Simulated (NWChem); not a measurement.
C2H3ClO2Si; SMILES C=C1O[SiH](O1)Cl

```xyz
9

C     -0.6141     2.7743     0.0000
C     -0.1267     1.5408     0.0000
O      0.1892     0.7522    -1.0871
Si     0.6726    -0.4505     0.0000
Cl    -0.4597    -2.1368     0.0000
O      0.1892     0.7522     1.0871
H     -0.8126     3.2735    -0.9466
H     -0.8126     3.2735     0.9466
H      2.0960    -0.8273     0.0000
```
Atoms are numbered in this order, from 1.

Level: PBE0/def2-SVP (NWChem), optimised geometry, unscaled harmonic frequencies. 

| frequency (cm⁻¹) | IR intensity (km/mol) |
|---|---|
| 97 | 0.1 |
| 178 | 1.4 |
| 282 | 15.9 |
| 381 | 3.9 |
| 539 | 63.9 |
| 672 | 77.5 |
| 683 | 14.1 |
| 684 | 11.1 |
| 701 | 1.2 |
| 773 | 23.5 |
| 796 | 67.8 |
| 858 | 189.1 |
| 919 | 385.1 |
| 926 | 31.4 |
| 988 | 37.2 |
| 1250 | 158.8 |
| 1379 | 4.6 |
| 1813 | 406.7 |
| 2349 | 79.0 |
| 3216 | 10.2 |
| 3334 | 0.9 |

| Item | Result |
|---|---|
| zero-point energy | 32.6 kcal/mol |
| thermal correction to the enthalpy at 298.15 K (with zero-point energy) | 37.0 kcal/mol |
| heat capacity Cv | 21.1 cal/(mol K) |
| entropy at 298.15 K and 1 atm (symmetry number 1) | 79.1 cal/(mol K) |
| dipole moment | 1.66 D |

Rigid rotor and harmonic oscillator; modes under 100 cm⁻¹ make the entropy uncertain.
